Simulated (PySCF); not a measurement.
Constitutional and geometric isomers with formula H2B3N. All species are isolated molecules in the gas phase. One relaxed conformer stands for each flexible species; it need not be the lowest. Strings in code marks are SMILES.

All values below come from ωB97X-D3(BJ)/def2-TZVP // B3LYP-D3(BJ)/def2-TZVP run with PySCF. All candidates: neutral, multiplicity 1. 

```yaml
HOMO: -9.20 eV
LUMO: -1.63 eV
HOMO–LUMO gap: 7.57 eV
```

Q: Say which member has these values.
(A) `B=BB=N` (B–B–B–N torsion 42°)
(B) `NB1B=B1` (H–N–B–B torsion 90°)
(C) `B=BN=B` (B–B–N–B torsion 19°)

A: B, `NB1B=B1` (H–N–B–B torsion 90°). The others give `B=BB=N` (B–B–B–N torsion 42°): -8.26 eV, -2.07 eV, 6.19 eV; `B=BN=B` (B–B–N–B torsion 19°): -7.04 eV, -1.06 eV, 5.98 eV
